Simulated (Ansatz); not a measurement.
The cluster WSe₂⁻. Charge -1, multiplicity 2. Geometry PBE-D4/def2-TZVPD.

Cartesian coordinates in Å:
```
W -0.3931 0.2167 -0.4794
Se 1.1982 -1.3237 -1.1309
Se -0.8052 1.1070 1.6103
```

In the def2 sets W takes a core potential; there is no spin–orbit coupling. B3LYP takes the VWN-RPA correlation. At r2SCAN-D4/def2-TZVPD, B3LYP-D4/def2-TZVPD, PBE0-D4/def2-TZVPD, r2SCAN0-D4/def2-TZVPD and others the charge -1 doublet is spin-contaminated (final ⟨S²⟩ up to 1.61, 0.75 for a pure state). The geometry of the doublet was relaxed on an unsound state (⟨S²⟩ 1.45, where a pure state has 0.75). At PBE0-D4/def2-TZVPD a quartet of charge -1 lies 0.51 eV below the doublet, each at its own geometry. The structure comes from a short search, and lower isomers may exist.

Question: Estimate the α-spin orbital energies around the gap (eV) in Ansatz with r2SCAN-D4/def2-TZVPD, B3LYP-D4/def2-TZVPD, PBE0-D4/def2-TZVPD, r2SCAN0-D4/def2-TZVPD, CAM-B3LYP-D4/def2-TZVPD.

Answer: 
```json
{"orbital": "HOMO−5", "r2SCAN-D4/def2-TZVPD": "-2.69", "B3LYP-D4/def2-TZVPD": "-3.21", "PBE0-D4/def2-TZVPD": "-3.51", "r2SCAN0-D4/def2-TZVPD": "-3.73", "CAM-B3LYP-D4/def2-TZVPD": "-4.71"}
{"orbital": "HOMO−4", "r2SCAN-D4/def2-TZVPD": "-2.65", "B3LYP-D4/def2-TZVPD": "-3.19", "PBE0-D4/def2-TZVPD": "-3.45", "r2SCAN0-D4/def2-TZVPD": "-3.60", "CAM-B3LYP-D4/def2-TZVPD": "-4.65"}
{"orbital": "HOMO−3", "r2SCAN-D4/def2-TZVPD": "-2.28", "B3LYP-D4/def2-TZVPD": "-2.83", "PBE0-D4/def2-TZVPD": "-3.11", "r2SCAN0-D4/def2-TZVPD": "-3.39", "CAM-B3LYP-D4/def2-TZVPD": "-4.40"}
{"orbital": "HOMO−2", "r2SCAN-D4/def2-TZVPD": "-1.71", "B3LYP-D4/def2-TZVPD": "-2.23", "PBE0-D4/def2-TZVPD": "-2.47", "r2SCAN0-D4/def2-TZVPD": "-2.60", "CAM-B3LYP-D4/def2-TZVPD": "-3.59"}
{"orbital": "HOMO−1", "r2SCAN-D4/def2-TZVPD": "-0.79", "B3LYP-D4/def2-TZVPD": "-1.24", "PBE0-D4/def2-TZVPD": "-1.49", "r2SCAN0-D4/def2-TZVPD": "-1.77", "CAM-B3LYP-D4/def2-TZVPD": "-2.76"}
{"orbital": "HOMO", "r2SCAN-D4/def2-TZVPD": "-0.62", "B3LYP-D4/def2-TZVPD": "-1.22", "PBE0-D4/def2-TZVPD": "-1.47", "r2SCAN0-D4/def2-TZVPD": "-1.73", "CAM-B3LYP-D4/def2-TZVPD": "-2.67"}
{"orbital": "LUMO", "r2SCAN-D4/def2-TZVPD": "1.02", "B3LYP-D4/def2-TZVPD": "1.41", "PBE0-D4/def2-TZVPD": "1.74", "r2SCAN0-D4/def2-TZVPD": "1.99", "CAM-B3LYP-D4/def2-TZVPD": "2.83"}
{"orbital": "LUMO+1", "r2SCAN-D4/def2-TZVPD": "1.41", "B3LYP-D4/def2-TZVPD": "1.95", "PBE0-D4/def2-TZVPD": "2.10", "r2SCAN0-D4/def2-TZVPD": "2.14", "CAM-B3LYP-D4/def2-TZVPD": "3.15"}
{"orbital": "LUMO+2", "r2SCAN-D4/def2-TZVPD": "1.65", "B3LYP-D4/def2-TZVPD": "2.11", "PBE0-D4/def2-TZVPD": "2.23", "r2SCAN0-D4/def2-TZVPD": "2.30", "CAM-B3LYP-D4/def2-TZVPD": "3.19"}
{"orbital": "LUMO+3", "r2SCAN-D4/def2-TZVPD": "2.92", "B3LYP-D4/def2-TZVPD": "3.06", "PBE0-D4/def2-TZVPD": "3.19", "r2SCAN0-D4/def2-TZVPD": "3.36", "CAM-B3LYP-D4/def2-TZVPD": "3.59"}
{"orbital": "LUMO+4", "r2SCAN-D4/def2-TZVPD": "3.39", "B3LYP-D4/def2-TZVPD": "3.08", "PBE0-D4/def2-TZVPD": "3.23", "r2SCAN0-D4/def2-TZVPD": "3.52", "CAM-B3LYP-D4/def2-TZVPD": "3.62"}
{"orbital": "LUMO+5", "r2SCAN-D4/def2-TZVPD": "3.54", "B3LYP-D4/def2-TZVPD": "3.25", "PBE0-D4/def2-TZVPD": "3.37", "r2SCAN0-D4/def2-TZVPD": "3.68", "CAM-B3LYP-D4/def2-TZVPD": "3.94"}
{"orbital": "β HOMO", "r2SCAN-D4/def2-TZVPD": "-1.05", "B3LYP-D4/def2-TZVPD": "-1.47", "PBE0-D4/def2-TZVPD": "-1.82", "r2SCAN0-D4/def2-TZVPD": "-2.25", "CAM-B3LYP-D4/def2-TZVPD": "-3.11"}
{"orbital": "β LUMO", "r2SCAN-D4/def2-TZVPD": "1.33", "B3LYP-D4/def2-TZVPD": "1.45", "PBE0-D4/def2-TZVPD": "1.87", "r2SCAN0-D4/def2-TZVPD": "2.07", "CAM-B3LYP-D4/def2-TZVPD": "2.61"}
```
